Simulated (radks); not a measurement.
Results of a calculation; reference values are marked as such.
Excited configurations of neutral hydrogen: one electron is placed in a higher orbital outside the bare nucleus. The ground configuration is 1s1. Level of theory: scalar-relativistic Kohn-Sham, PBE, spin-polarised, spherical densities, finite nucleus; open shells are filled with parallel spins first; Gaussian nuclear charge, rms radius 0.8783 fm (a radial shooting solver on a logarithmic mesh with Libxc functionals). Excitation = E - E(ground); binding = E(ion) - E, where the ion is the core of charge +1; n* = 1/sqrt(2 binding) in atomic units, and the quantum defect is n - n*.

outer orbital,excitation (eV),binding (eV),quantum defect,eigenvalue (eV),<r> (bohr)
2p,10.116,3.489,0.025,-1.751,4.973
3d,11.979,1.627,0.108,-0.802,10.09
4f,12.643,0.962,0.240,-0.482,16.83

The Delta-SCF ionisation energy is 13.606 eV (NIST Atomic Spectra Database: 13.598 eV, theoretical). Self-interaction in the functional shifts the binding energies and quantum defects, so they are the method's values and not measured ones.
